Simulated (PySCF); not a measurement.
Molecule: `Fc1cccc[n+]1[AlH3-]`, C5H7AlFN.

Bonds (- single, = double, # triple, : aromatic): F1-C2, C2:C3, C3:C4, C4:C5, C5:C6, C6:N7, N7-Al8, N7:C2. C3 carries H9; C4 carries H10; C5 carries H11; C6 carries H12; Al8 carries H13, H14, H15. Formal charges: N7 +1, Al8 -1.

Frames of a GFN2-xTB Langevin trajectory at 600 K; GIAO PBE0/pcSseg-1 shieldings in PySCF 2.14.0 with density-fitted response routines, gas phase, non-relativistic; equivalent atoms averaged within each frame.

Referencing at the same level of theory: ¹⁹F (σ = 170.95 ppm) against CFCl3; ¹³C (σ = 186.93 ppm), ¹H (σ = 31.72 ppm) vs TMS; ¹⁵N (σ = 267.73 ppm) against NH3; ²⁷Al (σ = 489.97 ppm) against AlH4-. The references are static minima.

How do the shifts (ppm) fluctuate along the trajectory?

Answers


```csv
time (fs),F1,C2,C6,C4,C5,C3,N7,Al8,H12,H9
250,-41.8,188.1,172.3,145.9,136.2,125.3,317.4,64.1,9.52,7.93
425,-74.3,175.0,154.4,158.4,117.1,129.7,251.6,60.9,8.70,8.92
625,-14.8,171.0,143.5,166.4,128.4,121.9,251.7,56.1,8.23,7.31
800,-38.4,181.1,172.0,167.9,132.6,116.3,286.8,71.8,9.71,7.34
1000,-63.4,169.1,159.0,151.7,116.1,122.3,255.6,83.8,9.23,6.94
mean of frames,-46.6,176.8,160.2,158.1,126.1,123.1,272.6,67.3,9.08,7.69
standard deviation,23.2,7.8,12.2,9.4,9.1,4.9,29.0,10.8,0.61,0.77
```

5 frames give an uncertainty of the mean of about the standard deviation over 2.2 at best, since frames this close in time may not be independent; classical motion lacks zero-point vibration, and the reference would need the same averaging.
